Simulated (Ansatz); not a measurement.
Saddle point of CH₈AsB, singlet (CH₅B ([BH2][CH3]) + AsH₃ → BAsH₄ ([BH2][AsH2]) + CH₄; bonds formed: B1–As6, C2–H5; bonds broken: B1–C2, H5–As6), PBE0-D4/def2-TZVP structure:

B1  (0.303, -0.235, -0.799)
C2  (0.830, -0.560, 0.855)
H3  (1.160, 0.428, -1.303)
H4  (-0.042, -1.282, -1.259)
H5  (-0.257, 0.186, 0.261)
As6  (-1.454, 0.993, -1.059)
H7  (1.683, -1.179, 0.581)
H8  (0.154, -1.156, 1.470)
H9  (1.191, 0.299, 1.421)
H10  (-1.153, 2.151, -0.110)
H11  (-2.416, 0.355, -0.059)
(Å)

Energies are electronic, without zero-point energy. Barriers and step energies count from the start structure reached by relaxing down the imaginary mode; all methods use the PBE0-D4 structures, on which another method's saddle can fall below an end. Program: Ansatz 0.2.0. Basis: def2-TZVPP, with def2-QZVPP for the basis limit. Cores are frozen in the correlated methods. Filled d shells of the heavier atoms are correlated. The def2 sets are not built for correlating such inner shells, so the correlated values are less sure here. B3LYP uses VWN-RPA correlation. Extrapolation: Hartree–Fock as exp(−7.88 √X), correlation as X^−2.97.

| method | barrier (kJ/mol) | step energy (kJ/mol) |
| --- | --- | --- |
| SPW92 | 3.8 | -6.1 |
| PBE-D4 | ? | -19.9 |
| BLYP-D4 | 58.3 | -20.6 |
| r2SCAN-D4 | 41.8 | -24.2 |
| B97M-V | 60.6 | -24.0 |
| PBE0-D4 | 41.0 | -22.1 |
| B3LYP-D4 | ? | -22.4 |
| r2SCAN0-D4 | 49.9 | -24.9 |
| BHLYP-D4 | 85.8 | -25.3 |
| CAM-B3LYP-D4 | 72.0 | -21.3 |
| wB97X-V | 66.7 | -24.5 |
| wB97M-V | 65.9 | -20.4 |
| B2PLYP | 67.1 | -27.0 |
| PBE-QIDH | 50.9 | -26.2 |
| RPA on PBE | ? | -29.3 |
| HF | 143.0 | -38.2 |
| MP2 | 50.3 | -28.9 |
| CCSD | 78.4 | -28.3 |
| CCSD(T) | 65.9 | -27.7 |

Q: Fill in the withheld barriers. (To be estimated.)

A: Computed: RPA on PBE 66.9; PBE-D4 28.2; B3LYP-D4 66.4 kJ/mol. Each is the energy of the saddle less that of the start structure, by the same method.

For comparison, the barrier by CCSD(T) at an estimated basis limit (MP2 extrapolated from triple and quadruple zeta, plus CCSD(T) − MP2 in triple zeta) is 63.0 kJ/mol.

The T1 diagnostic stays at or below 0.013. The start structure is not quite a true minimum (one mode of 81i cm⁻¹).

Labels in which every atom is bracketed show which atoms are joined, not bond orders.

For scale, one of the runs: CCSD(T)/def2-TZVPP, 222 basis functions, launched by `ansatz run in.yaml --threads 4 --pin off --events-out ev --progress --plain --max-ram 9574MiB`. The run took 81 s on 4 CPU threads of an Arm Neoverse V2 (shared host), with 3.5 GiB of host memory at its peak.
